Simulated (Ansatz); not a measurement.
C₃H₄AlCl (`Cl[CH2][Al]1[CH]=[CH]1`), relaxed with RKS PBE0-D4/def2-TZVP in Ansatz from a PBE-D4/def2-SVP geometry. The force threshold is 0.005 eV/Å; the program also tests the step.

The species carries charge 0 and has multiplicity 1.

Start:

```xyz
9

Cl   -0.609   -2.485    0.635
C     0.998   -1.607    0.414
Al    0.124    0.093   -0.024
C    -0.701    1.408   -1.076
C    -0.690    1.758    0.262
H     1.552   -1.681    1.369
H     1.555   -2.134   -0.384
H    -1.125    1.977   -1.927
H    -1.103    2.672    0.732
```

```
step  energy (eV)  largest force (eV/Å)  largest move (Å)
   1  -22284.3150                 0.595             0.000
   2  -22284.3573                 0.246             0.024
   3  -22284.3644                 0.079             0.021
   4  -22284.3647                 0.029             0.005
   5  -22284.3648                 0.008             0.005
   6  -22284.3650                 0.014             0.018
   7  -22284.3650                 0.010             0.016
   8  -22284.3651                 0.003             0.003
```

End:

```xyz
9

Cl   -0.576   -2.512    0.652
C     0.972   -1.594    0.409
Al    0.107    0.094   -0.025
C    -0.688    1.399   -1.067
C    -0.684    1.742    0.258
H     1.529   -1.651    1.342
H     1.524   -2.097   -0.382
H    -1.096    1.972   -1.897
H    -1.089    2.646    0.709
```

It took 42 s on 2 threads of an Arm Neoverse V2 on a shared host, with 0.43 GiB of host memory at the peak.
